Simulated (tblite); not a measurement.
C6H10FO (doublet state).
Numbering: `[CH2:1][C@@H:2]1[CH2:3][CH2:4][C@H:5]([F:6])[O:7][CH2:8]1` (hydrogens: H9, H10 on C1; H11 on C2; H12, H13 on C3; H14, H15 on C4; H16 on C5; H17, H18 on C8)

Computed with GFN2-xTB (tblite), gas phase: L-BFGS steps from a force-field or distance-geometry start until the largest atomic force falls under 0.01 eV/Å.

Geometry at step 16:
```
atom  x, y, z in Å
C1      2.3200    0.1023   -0.5412
C2      1.0164    0.1287    0.1551
C3      0.1477   -1.1292   -0.0902
C4     -1.1583   -0.9691    0.6877
C5     -1.8460    0.3213    0.2508
F6     -2.2520    0.1760   -1.0693
O7     -1.0629    1.4404    0.3880
C8      0.1958    1.3528   -0.2678
H9      2.5734    0.8913   -1.2215
H10     3.0525   -0.6611   -0.3525
H11     1.1753    0.1760    1.2454
H12    -0.0746   -1.1982   -1.1595
H13     0.6777   -2.0281    0.2342
H14    -0.9610   -0.8744    1.7588
H15    -1.8219   -1.8191    0.5132
H16    -2.7643    0.5096    0.8188
H17     0.0587    1.3116   -1.3559
H18     0.7148    2.2755   -0.0056
```

Question: Give the atomic forces at this geometry.

Answer: 
| atom | Fx (eV/Å) | Fy (eV/Å) | Fz (eV/Å) |
| --- | --- | --- | --- |
| C1 | -0.131 | 0.040 | 0.050 |
| C2 | 0.111 | -0.022 | 0.049 |
| C3 | 0.051 | 0.062 | 0.031 |
| C4 | 0.085 | -0.034 | -0.019 |
| C5 | -0.029 | -0.009 | 0.037 |
| F6 | 0.012 | 0.036 | -0.083 |
| O7 | 0.012 | -0.065 | -0.054 |
| C8 | 0.153 | -0.080 | -0.068 |
| H9 | 0.022 | -0.041 | -0.035 |
| H10 | -0.176 | 0.011 | 0.054 |
| H11 | 0.048 | 0.004 | 0.019 |
| H12 | 0.050 | -0.099 | 0.102 |
| H13 | -0.034 | 0.069 | -0.093 |
| H14 | 0.004 | -0.108 | -0.048 |
| H15 | 0.021 | 0.095 | 0.007 |
| H16 | -0.061 | 0.033 | 0.061 |
| H17 | -0.114 | 0.077 | -0.003 |
| H18 | -0.022 | 0.030 | -0.007 |

The largest, 0.19 eV/Å, acts on C8 (H10 within 3 % of it); the rms over all components is 0.066 eV/Å. The forces sum to zero within rounding, as they must for an isolated molecule in no field.

Question: Give the force on C8 in Eh/bohr and in nN.

Answer: 0.186 eV/Å ÷ 51.422 = 0.00361 Eh/bohr, and 0.186 eV/Å × 1.602 = 0.30 nN.

Question: How far is this geometry from the end of the optimisation?

Answer: 0.041 eV above it, and 0.411 Å rms away after alignment. The bonds farthest from their final lengths, with half the difference of the two atoms' forces along the bond (positive lengthens):

```json
{"bond": "C2–C8", "now (Å)": "1.533", "final (Å)": "1.554", "force along bond (eV/Å)": "-0.02"}
{"bond": "C2–C3", "now (Å)": "1.548", "final (Å)": "1.537", "force along bond (eV/Å)": "-0.02"}
{"bond": "C1–C2", "now (Å)": "1.478", "final (Å)": "1.468", "force along bond (eV/Å)": "-0.11"}
{"bond": "C2–H11", "now (Å)": "1.103", "final (Å)": "1.096", "force along bond (eV/Å)": "-0.02"}
{"bond": "O7–C8", "now (Å)": "1.422", "final (Å)": "1.418", "force along bond (eV/Å)": "+0.07"}
{"bond": "C1–H10", "now (Å)": "1.075", "final (Å)": "1.071", "force along bond (eV/Å)": "0.00"}
```

The angle farthest from its final value is C3–C2–H11, 105.8° against 109.4°.

Of the 3 listed bonds off by 0.010 Å or more, this force points towards the final length in 2.

The cost below is that of the whole relaxation. The run took 0.65 s wall on Arm Neoverse V2, one thread, shared host with 192 logical CPUs at a one-minute load of 54.
